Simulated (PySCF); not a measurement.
Isomers of C2H6Si. All species are isolated molecules in the gas phase. Strings in code marks are SMILES.

The four lowest singlet excitations (Tamm–Dancoff). Method: PySCF with ωB97X-D3(BJ)/def2-TZVP // PBE0-D3(BJ)/def2-TZVP. Excitations are Tamm–Dancoff values on a coarser integration grid. The basis has no diffuse functions, so Rydberg states are missing or too high.

```
state  energy (eV)  wavelength (nm)  oscillator strength
-----  -----------  ---------------  -------------------
S1            5.33              233                0.434
S2            6.17              201                0.017
S3            6.55              189                0.046
S4            6.77              183                0.010
```

Question: Which member gives these states?
A. `CC=[SiH2]`
B. `C1C[SiH2]1`
C. `C=[SiH]C`
D. `C=C[SiH3]`

Answer: A, `CC=[SiH2]`
